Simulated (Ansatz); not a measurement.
The same group exchange along the group Sc, Y.

Computed with Ansatz on PBE0-D4/def2-TZVP structures; ΔE is electronic, products minus reactants. CBS: MP2 limit from def2 TZ/QZ plus the TZ coupled-cluster correction, frozen cores. This one scheme is used for every species. DFT in def2-TZVPP. def2 core potentials past Kr. For Sc, Y outer-core shells are correlated without core-valence functions, which leaves a few kJ/mol of doubt a bond. Scalar relativity is left out up to krypton.

```csv
reaction,ωB97M-V (kJ/mol),PBE-D4 (kJ/mol)
`[CH3][Sc]([CH3])[Cl]` + CH₄ → `[CH3][Sc]([CH3])[CH3]` + HCl,255,249
`[CH3][Y]([CH3])[Cl]` + CH₄ → `[CH3][Y]([CH3])[CH3]` + HCl,267,256
```

(1) Give the CCSD(T)/CBS values in the same order. (Best estimate.)

Largest T1 diagnostic: 0.012, for `[CH3][Sc]([CH3])[Cl]`.

Results:

(1) Ansatz gave: 253, 267 kJ/mol.
